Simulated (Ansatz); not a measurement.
C3H7B (`B/C=C/C`), relaxed with RKS PBE-D4/def2-SVP in Ansatz 0.2.0 from a rough embedded geometry. The force threshold is 0.03 eV/Å; the program also tests the step.

Charge 0, multiplicity 1.

Start:

```xyz
11

B    -0.290    1.455   -1.485
C     0.336    0.438   -0.559
C    -0.392   -0.175    0.388
C     0.240   -1.294    1.210
H    -1.473    1.783   -1.381
H     0.338    2.071   -2.320
H     1.392    0.193   -0.706
H    -1.454   -0.011    0.470
H     1.107   -0.765    1.810
H     0.679   -2.062    0.625
H    -0.485   -1.632    1.949
```

```csv
step,energy (eV),largest force (eV/Å),largest move (Å)
1,-3891.5034,3.960,0.000
2,-3891.6684,1.222,0.174
3 (rejected),-3891.6188,3.455,0.132
4,-3891.7921,0.303,0.064
5,-3891.8128,0.051,0.058
6,-3891.8135,0.018,0.010
```

End:

```xyz
11

B    -0.316    1.512   -1.508
C     0.359    0.451   -0.626
C    -0.333   -0.216    0.343
C     0.235   -1.255    1.264
H    -1.501    1.753   -1.352
H     0.303    2.126   -2.358
H     1.432    0.198   -0.738
H    -1.405    0.030    0.464
H     1.072   -0.833    1.862
H     0.669   -2.100    0.685
H    -0.515   -1.667    1.964
```

Hardware: 2 threads of an Arm Neoverse V2 on a shared host. Wall time 7.5 s, peak host memory 0.11 GiB.
